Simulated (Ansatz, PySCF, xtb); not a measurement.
The molecule O$_{2}$++, closed-shell singlet (not the ground state: that is measured with 2S+1 = 2).

Seven points along R, fitted to fifth degree in 1/R; most abundant isotopes. Runs in def2 and cc sets follow the lowest solution found near the PBE0 minimum. The singlet is held restricted. HF and MP2 rows in def2 and cc sets belong to the determinant that coupled cluster picked by its CCSD energy.

The values were computed with Ansatz (a quantum-chemistry and plane-wave program); PySCF for 3-21G rows, 6-31G* rows; xtb for the GFN methods. Values without a source in brackets are computed.

```tsv
level	r_e (Å)	ω_e (cm⁻¹)	B_e (cm⁻¹)	ω_e x_e (cm⁻¹)
GFN1-xTB	0.996	2568	2.12	14
GFN2-xTB	1.005	2418	2.09	14
HF/3-21G	1.019	2442	2.03	23
HF/6-31G*	1.007	2972	2.08	14
HF/aug-cc-pVTZ	0.990	2968	2.15	13
HF/def2-QZVPP	0.988	2974	2.16	13
HF/aug-cc-pV5Z	0.988	2974	2.16	13
PBE/def2-TZVPP	1.050	2247	1.91	17
BP86/6-31G*	1.071	2223	1.84	17
r2SCAN/def2-TZVPP	1.037	2373	1.96	17
B97M-V/def2-TZVPP	1.030	2442	1.99	16
B3LYP/6-31G*	1.053	2402	1.90	17
B3LYP/def2-TZVPP	1.032	2420	1.98	16
PBE0/def2-TZVPP	1.027	2494	2.00	15
BHLYP/def2-TZVPP	1.010	2676	2.06	15
CAM-B3LYP/def2-TZVPP	1.027	2488	2.00	15
wB97X-V/def2-TZVPP	1.031	2487	1.98	15
wB97M-V/def2-TZVPP	1.029	2482	1.99	15
B2PLYP/def2-TZVPP	1.055	2051	1.89	30
CCSD/aug-cc-pVTZ	1.040	2337	1.95	19
CCSD/def2-TZVPP	1.039	2335	1.95	18
CCSD/aug-cc-pVQZ	1.036	2365	1.96	18
CCSD/def2-QZVPP	1.036	2366	1.96	18
CCSD/aug-cc-pV5Z	1.035	2372	1.97	18
CCSD(T)/aug-cc-pVTZ	1.052	2184	1.90	22
CCSD(T)/def2-TZVPP	1.051	2183	1.91	21
CCSD(T)/aug-cc-pVQZ	1.048	2213	1.92	21
CCSD(T)/def2-QZVPP	1.048	2214	1.92	21
CCSD(T)/aug-cc-pV5Z	1.047	2219	1.92	21
CCSD(T)/CBS(aug-cc-pVQZ, aug-cc-pV5Z)	1.046	2224	1.93	21
```

Correlated levels freeze the cores. CBS: X⁻³ extrapolation of the correlation energy, Hartree–Fock from the larger set. Rows in 3-21G, 6-31G* carry no dispersion term and start afresh at each structure (6-31G* with six Cartesian d functions).

Doubts at one or more of the structures used: a restricted determinant that unrestricted orbitals would lower (HF/aug-cc-pVTZ, HF/def2-QZVPP, HF/aug-cc-pV5Z, CCSD/aug-cc-pVTZ, CCSD/def2-TZVPP, CCSD/aug-cc-pVQZ, CCSD/def2-QZVPP, CCSD/aug-cc-pV5Z, CCSD(T)/aug-cc-pVTZ, CCSD(T)/def2-TZVPP, CCSD(T)/aug-cc-pVQZ, CCSD(T)/def2-QZVPP, CCSD(T)/aug-cc-pV5Z, CCSD(T)/CBS(aug-cc-pVQZ, aug-cc-pV5Z)).
